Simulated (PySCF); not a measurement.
CH5FGaNO. Atoms are numbered in the order given.

```xyz
10

Ga    -0.2173     0.1985     0.2101
F     -1.8896     0.4112     0.6842
O      0.0602    -1.0537    -1.0222
C      1.3318    -1.3796    -1.5298
H      1.2520    -2.3119    -2.1145
H      1.7299    -0.5988    -2.2074
H      2.0870    -1.5520    -0.7374
N      1.0546     1.1648     1.0522
H      0.8108     1.9363     1.6635
H      2.0093     1.2242     0.7174
```
Charge 0, spin multiplicity 1.

Coordinates come from a B3LYP-D3(BJ)/def2-SVP optimisation. The structure was generated by enumeration; whether it is a known compound was not checked. One conformer was computed; it need not be the lowest.

Calculation: TDDFT-PBE/def2-SVPD run with PySCF 2.14.0.

Vertical excitations. 

Give excitation energies, oscillator strengths and character. (Estimate from the structure and the level; the computed values follow.)


```json
[
 {"state": "S1", "energy (eV)": "4.62", "λ (nm)": "268", "f": "0.006", "main pairs": "HOMO→LUMO 98 %"},
 {"state": "S2", "energy (eV)": "5.11", "λ (nm)": "243", "f": "0.031", "main pairs": "HOMO−1→LUMO 97 %"},
 {"state": "S3", "energy (eV)": "5.34", "λ (nm)": "232", "f": "0.023", "main pairs": "HOMO−2→LUMO 95 %"},
 {"state": "S4", "energy (eV)": "6.26", "λ (nm)": "198", "f": "0.091", "main pairs": "HOMO→LUMO+1 82 %"},
 {"state": "S5", "energy (eV)": "6.41", "λ (nm)": "193", "f": "0.023", "main pairs": "HOMO→LUMO+2 99 %"},
 {"state": "S6", "energy (eV)": "6.45", "λ (nm)": "192", "f": "0.007", "main pairs": "HOMO−2→LUMO+1 68 %, HOMO−1→LUMO+1 30 %"},
 {"state": "S7", "energy (eV)": "6.71", "λ (nm)": "185", "f": "0.028", "main pairs": "HOMO−1→LUMO+1 54 %, HOMO−2→LUMO+1 25 %, HOMO−3→LUMO 11 %"},
 {"state": "S8", "energy (eV)": "6.85", "λ (nm)": "181", "f": "0.001", "main pairs": "HOMO−1→LUMO+2 97 %"},
 {"state": "S9", "energy (eV)": "6.95", "λ (nm)": "179", "f": "0.045", "main pairs": "HOMO−3→LUMO 79 %"},
 {"state": "S10", "energy (eV)": "6.97", "λ (nm)": "178", "f": "0.005", "main pairs": "HOMO→LUMO+3 93 %"},
 {"state": "T1", "energy (eV)": "4.32", "λ (nm)": "287", "f": "0", "main pairs": "HOMO→LUMO 99 %"},
 {"state": "T2", "energy (eV)": "4.72", "λ (nm)": "263", "f": "0", "main pairs": "HOMO−1→LUMO 98 %"},
 {"state": "T3", "energy (eV)": "5.00", "λ (nm)": "248", "f": "0", "main pairs": "HOMO−2→LUMO 98 %"},
 {"state": "T4", "energy (eV)": "5.46", "λ (nm)": "227", "f": "0", "main pairs": "HOMO→LUMO+1 95 %"}
]
```
Triplets are in the Tamm–Dancoff approximation, which puts them higher than full response would, so one can lie above its singlet here.
